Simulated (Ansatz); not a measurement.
Consider the formal exchange of groups at a Ti–F bond: `[F][Ti]([F])([F])[Cl]` + acetylene → `C#[C][Ti]([F])([F])[Cl]` + H–F.

Computed with Ansatz on PBE0-D4/def2-TZVP structures; ΔE is electronic, products minus reactants. CCSD(T)/CBS is the MP2 limit (def2-TZVPP, def2-QZVPP) plus CCSD(T) − MP2 in def2-TZVPP, frozen cores. This one scheme is used for every species. Functionals use def2-TZVPP. B3LYP here is the variant with VWN-RPA as its local correlation; programs differ in this. HSE06 is defined as in plane-wave codes. For Ti outer-core shells are correlated without core-valence functions, which leaves a few kJ/mol of doubt a bond. Scalar relativity is left out up to krypton.

| level | ΔE (kJ/mol) | difference from CCSD(T)/CBS |
| --- | --- | --- |
| LDA (SPW92) | 147.5 | 15.6 |
| PBE-D4 | 142.9 | 11.0 |
| revPBE-D4 | 140.0 | 8.1 |
| BLYP-D4 | 145.4 | 13.5 |
| r2SCAN-D4 | 149.4 | 17.5 |
| B97M-V | 148.1 | 16.2 |
| B3LYP-D4 | 144.2 | 12.3 |
| r2SCANh-D4 | 147.4 | 15.5 |
| r2SCAN0-D4 | 145.0 | 13.1 |
| HSE06-D4 | 139.6 | 7.7 |
| BHLYP-D4 | 144.2 | 12.3 |
| CAM-B3LYP-D4 | 154.4 | 22.5 |
| ωB97X-V | 154.3 | 22.4 |
| ωB97M-V | 148.3 | 16.4 |
| B2PLYP | 145.1 | 13.2 |
| PBE-QIDH | 139.0 | 7.1 |
| revPBE | 146.2 | 14.3 |
| BLYP | 152.8 | 20.9 |
| r2SCAN | 150.6 | 18.7 |
| PBE0 | 143.9 | 12.0 |
| B3LYP | 150.5 | 18.6 |
| r2SCANh | 148.7 | 16.8 |
| r2SCAN0 | 146.4 | 14.5 |
| HSE06 | 143.1 | 11.2 |
| BHLYP | 150.3 | 18.4 |
| CAM-B3LYP | 158.3 | 26.4 |
| LC-ωPBE | 161.7 | 29.8 |
| RPA@PBE/def2-TZVPP | 132.3 | 0.4 |
| HF/def2-SVP | 151.4 | 19.5 |
| CCSD/def2-SVP | 149.2 | 17.3 |
| CCSD(T)/def2-SVP | 146.7 | 14.8 |
| HF/def2-TZVPP | 152.0 | 20.1 |
| MP2/def2-TZVPP | 130.8 | -1.1 |
| SCS-MP2/def2-TZVPP | 134.9 | 3.0 |
| CCSD/def2-TZVPP | 138.8 | 6.9 |
| CCSD(T)/def2-TZVPP | 134.8 | 2.9 |
| MP2/def2-QZVPP | 129.8 | -2.1 |
| HF/CBS(def2) | 154.1 | 22.2 |
| MP2/CBS(def2) | 127.9 | -4.0 |
| CCSD/CBS(def2) | 136.0 | 4.1 |
| CCSD(T)/CBS | 131.9 | 0 |

Largest T1 diagnostic among the species: 0.024, so the coupled-cluster value is less sure than usual.

At CCSD(T), def2-SVP lies +14.8 kJ/mol from the extrapolated value and def2-TZVPP +2.9 kJ/mol. In def2-TZVPP, CCSD(T) changes the Hartree–Fock value by −17.2 kJ/mol (the triples alone add −4.0 kJ/mol) and MP2 by −21.2 kJ/mol.
